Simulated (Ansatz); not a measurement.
C2H6NOSb (`[CH3][Sb]1[NH]C[O]1`). Total charge 0; spin multiplicity 1. Sb takes the def2 core potential. The structure was optimised at the PBE0-D4/def2-TZVP level.

```xyz
11

C    -1.622   -0.870   -0.576
Sb   -0.950    1.079    0.014
N     0.985    0.808   -0.623
C     1.348    0.314    0.714
O     0.191    0.475    1.531
H    -2.001   -0.828   -1.599
H    -0.785   -1.566   -0.521
H    -2.428   -1.199    0.084
H     1.454    1.681   -0.833
H     2.200    0.857    1.142
H     1.608   -0.752    0.666
```

Problem. What is the dipole moment at B3LYP/def2-TZVPP? (Best estimate.)

Solution. Computed: 1.87 D, with components (-0.92, 1.03, -1.26) D in this frame, pointing from negative to positive charge.

Problem. And with PBE, r2SCAN, ωB97M-V? (An estimate is asked.)

Solution. Computed: PBE 1.69 D, r2SCAN 1.75 D, ωB97M-V 1.91 D.

Problem. Give the Mulliken charges with B3LYP, r2SCAN, ωB97M-V in def2-TZVPP. (An estimate is asked.)

Solution. The calculation gave: 
```tsv
atom	B3LYP	r2SCAN	ωB97M-V
C1	-0.54	-0.44	-0.56
Sb2	0.87	0.83	0.81
N3	-0.51	-0.53	-0.47
C4	0.10	0.22	0.05
O5	-0.56	-0.56	-0.54
H6	0.11	0.09	0.13
H7	0.13	0.10	0.14
H8	0.11	0.09	0.14
H9	0.13	0.14	0.11
H10	0.07	0.03	0.09
H11	0.08	0.03	0.10
```

B3LYP here is the variant with VWN-RPA as its local correlation; programs differ in this.
